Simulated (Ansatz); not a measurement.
Relaxation of C₄H₅ClO₂ (12 atoms, charge 0, multiplicity 1), to a largest force component of 0.02 eV/Å in at most 40 steps.

Level of theory: RKS PBE/STO-3G in Ansatz 0.2.0.

```xyz
12
Properties=species:S:1:pos:R:3:forces:R:3
C -0.173 -2.115 -0.049 -2.64 3.46 1.74
C 0.388 -0.921 -0.367 0.72 -1.20 0.10
C -0.066 0.414 0.016 5.40 -3.37 -2.28
O -1.309 0.576 0.334 -7.28 2.46 2.68
C 0.744 1.505 0.051 -1.22 1.54 0.42
O 0.189 2.741 0.438 4.66 2.02 -0.82
Cl 2.454 1.510 -0.308 1.23 0.11 -0.17
H 0.237 -2.998 -0.405 0.96 -2.73 -0.84
H -1.108 -2.111 0.598 0.99 -0.53 -0.75
H 1.317 -0.980 -0.920 0.85 0.28 -0.55
H -1.868 -0.200 -0.010 0.24 -0.47 -0.26
H -0.726 2.526 0.656 -3.90 -1.57 0.72
```

**Question.** Where does it end, and by what steps?

**Answer.** The run converged. Limits of this set-up: minimal basis. After 12 steps the energy has fallen by 1.344 eV; H11 moved furthest, 0.63 Å.

```tsv
step	energy less start (eV)	largest force component (eV/Å)	accepted
0	0.0000	7.281	yes
1	-0.9175	1.978	yes
2	-1.0748	0.693	yes
3	-1.1174	0.420	yes
4	-1.1681	0.350	yes
5	-1.2444	0.990	yes
6	-1.3056	0.500	yes
7	-1.3319	0.143	yes
8	-1.3391	0.112	yes
9	-1.3423	0.093	yes
10	-1.3439	0.058	yes
11	-1.3442	0.026	yes
12	-1.3443	0.014	yes
```

```xyz
12
Properties=species:S:1:pos:R:3
C -0.238 -2.143 -0.101
C 0.518 -1.024 -0.261
C 0.107 0.331 0.077
O -1.226 0.625 0.670
C 0.754 1.565 0.007
O 0.027 2.667 0.406
Cl 2.445 1.812 -0.555
H 0.140 -3.133 -0.395
H -1.245 -2.107 0.341
H 1.533 -1.093 -0.694
H -1.882 0.425 -0.109
H -0.857 2.018 0.649
```

The run took 47 s on 1 thread of Intel(R) Xeon(R) Platinum 8488C (Sapphire Rapids) (shared host), peak memory 0.15 GiB.
